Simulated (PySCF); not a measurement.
## Removing an electron from `CN(C)B1CCCC1`

C6H14BN.
SMILES with atom numbers: `[CH3:1][N:2]([CH3:3])[B:4]1[CH2:5][CH2:6][CH2:7][CH2:8]1` (hydrogens: H9, H10, H11 on C1; H12, H13, H14 on C3; H15, H16 on C5; H17, H18 on C6; H19, H20 on C7; H21, H22 on C8)

Structure used (PBE0-D3(BJ)/def2-SVP), in Å, numbered top down from 1:
```xyz
22
C6H14BN angstrom
C     -2.213   -0.480   -1.144
N     -1.449   -0.048   -0.001
C     -2.266    0.308    1.133
B     -0.048    0.014    0.012
C      0.924   -0.362   -1.194
C      2.304   -0.413   -0.523
C      2.251    0.632    0.594
C      0.864    0.472    1.234
H     -2.902    0.313   -1.489
H     -1.549   -0.741   -1.976
H     -2.831   -1.366   -0.905
H     -2.885   -0.546    1.465
H     -2.958    1.135    0.887
H     -1.640    0.623    1.976
H      0.894    0.470   -1.925
H      0.677   -1.274   -1.761
H      2.455   -1.411   -0.073
H      3.145   -0.254   -1.218
H      3.086    0.537    1.307
H      2.334    1.640    0.148
H      0.886   -0.357    1.970
H      0.531    1.363    1.791
```

Level: CAM-B3LYP/def2-SVPD (PySCF). Frontier orbitals with their largest atomic shares (Löwdin; up to four atoms above 4 %):

| orbital | ε (eV) | main atoms |
| --- | --- | --- |
| HOMO−3 | -10.30 | C6 23 %, C7 23 %, C8 9 %, C5 9 % |
| HOMO−2 | -10.07 | C6 19 %, C7 19 %, H17 11 %, H20 11 % |
| HOMO−1 | -9.20 | B4 24 %, C8 22 %, C5 22 %, C6 5 % |
| HOMO | -8.34 | ? |
| LUMO | 1.02 | B4 37 %, C1 8 %, C3 8 % |
| LUMO+1 | 1.79 | C3 9 %, C1 9 %, C6 9 %, C7 9 % |
| LUMO+2 | 1.91 | B4 20 %, C8 12 %, C5 11 %, N2 9 % |

**Question.** What vertical ionisation energy does ΔSCF give, and how far is −ε(HOMO) from it?

**Answer.** ΔSCF: 8.94 eV (862 kJ/mol; threshold wavelength 139 nm); ⟨S²⟩ of the doublet left behind is 0.755, against 0.75 for a pure doublet. −ε(HOMO) is 8.34 eV, 0.60 eV below it. In exact Kohn–Sham theory the two would be equal; CAM-B3LYP (range-separated hybrid) falls short of its own ΔSCF value by 7 %. Holes in the HOMO−1 and HOMO−2 were tried too where these lie within 1.2 eV of the HOMO; the lowest converged state counts.

**Question.** On which atoms does the HOMO lie?

**Answer.** N2 (boron-bound nitrogen) 50 %, B4 (three-coordinate boron) 10 %, C1 (N-methyl carbon) 9 %, C3 (N-methyl carbon) 9 %. The HOMO−1 lies 0.86 eV lower.

**Question.** What total energies stand behind the ΔSCF value?

**Answer.** E(N) = -316.31832 Eh and E(N − 1) = -315.98995 Eh at the same geometry, 0.32837 Eh apart.

**Question.** Shift the occupied levels rigidly so that −ε(HOMO) equals the ΔSCF value. What binding energies result?

**Answer.** The shift is +0.60 eV: HOMO 8.94, HOMO−1 9.80, HOMO−2 10.67, HOMO−3 10.90 eV. A rigid shift is only a rough guide to the deeper ionisations.

**Question.** What kinetic energy would electrons from this vertical process carry with Lyman-α light (10.199 eV)?

**Answer.** 10.20 − 8.94 = 1.26 eV.

Isolated species at its PBE0-D3(BJ)/def2-SVP geometry (one conformer only).

These values come from a run that also computed excited states and ΔSCF ions. Hardware: Intel Xeon at 2.50 GHz, one thread (shared host). Cost: 11 min (grids of density and orbitals included), 1.3 GiB resident at most.
